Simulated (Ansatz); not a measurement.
A nudged elastic band was laid between two geometries of FH$_{3}$InNO (7 atoms, charge 0, multiplicity 1).

The calculation used RKS B3LYP/def2-SVP (Ansatz 0.2.0).

```yaml
movable_images: 5
climbing_image: yes
spring: 5.0 eV/Å²
optimiser: quadratic models (default)
start_path: IDPP
force_threshold: 0.05 eV/Å
iteration_limit: 60
end_points: relaxed
```

First end point:

```xyz
7
Properties=species:S:1:pos:R:3
N -0.147 -0.672 -1.523
In -0.095 -0.003 0.397
O 0.252 1.859 1.033
F -0.667 -1.230 1.834
H 0.021 -1.676 -1.594
H 0.512 -0.195 -2.138
H 0.124 1.917 1.991
```

Last end point:

```xyz
7
Properties=species:S:1:pos:R:3
N -0.173 -0.587 -1.391
In -0.119 -0.123 0.599
O 0.152 1.619 1.539
F -0.641 -1.558 1.836
H -0.060 -1.589 -1.549
H 0.530 -0.101 -1.949
H 0.312 2.341 0.915
```

What changes between the two ends?

No bond is made or broken. The dihedral N1–In2–O3–H7 goes from 174 to -2°.

Give the energies along the band, and the barrier.

The run converged. The highest image is number 4 of 0 to 6, 0.124 eV above the first end and 0.051 eV above the last; the last end lies 0.073 eV above the first. A vibrational analysis at the climbing image gives one clearly imaginary mode, 243i cm⁻¹: a first-order saddle point.

| image | path coordinate (Å) | energy (eV) | dihedral N1–In2–O3–H7 (°) |
| --- | --- | --- | --- |
| 0 | 0.00 | 0.000 | 174 |
| 1 | 0.29 | 0.019 | 152 |
| 2 | 0.57 | 0.062 | 128 |
| 3 | 0.86 | 0.106 | 103 |
| 4 | 1.14 | 0.124 | 76 |
| 5 | 1.54 | 0.097 | 35 |
| 6 | 1.95 | 0.073 | -2 |

What is the geometry of the highest image?


```xyz
7
Properties=species:S:1:pos:R:3
N -0.269 -0.421 -1.477
In 0.011 -0.162 0.525
O 0.698 1.439 1.514
F -0.590 -1.645 1.675
H -0.301 -1.403 -1.753
H 0.421 0.055 -2.058
H 0.030 2.137 1.574
```

What are the harmonic wavenumbers there?

243i, 113, 137, 142, 266, 470, 583, 603, 627, 796, 819, 1522, 3505, 3606, 3815 cm⁻¹.

The band took 8 iterations and about 70 core-seconds.

The run took 70 s on 1 thread of AMD EPYC 9R45 96-Core Processor (Zen 5) (shared host), peak memory 0.19 GiB.
